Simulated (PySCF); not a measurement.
CH2NO, SMILES [NH]C=O (connectivity only; charge and spin as stated), charge -1, multiplicity 1.

Geometry: B3LYP-D3(BJ)/def2-SVPD. The spin state was assumed, not searched. The isomer is the one that the SMILES or the coordinates give; other isomers of the formula were not compared. Other conformers were not sampled.

Method: B3LYP-D3(BJ)/def2-SVPD (PySCF).

Frequencies are harmonic and unscaled.

```csv
mode,ν (cm⁻¹),IR (km/mol),Raman (Å⁴/amu),depolarisation,moving atoms (share of kinetic energy)
1,642,30.5,4.3,0.12,"O 31 %, H 27 %, C 23 %, N 19 %"
2,835,59.4,0.8,0.75,"H 63 %, C 18 %, N 16 %"
3,1034,10.6,2.9,0.75,"H 70 %, C 28 %"
4,1183,33.5,1.9,0.73,"H 52 %, N 32 %, O 15 %"
5,1343,51.2,22.8,0.46,"C 34 %, H 34 %, O 23 %, N 9 %"
6,1376,16.0,13.9,0.62,"H 78 %, N 13 %, C 9 %"
7,1632,763.1,6.5,0.75,"C 68 %, N 14 %, O 14 %"
8,2752,333.7,301.2,0.31,H 93 %
9,3387,39.2,138.9,0.30,H 94 %
```
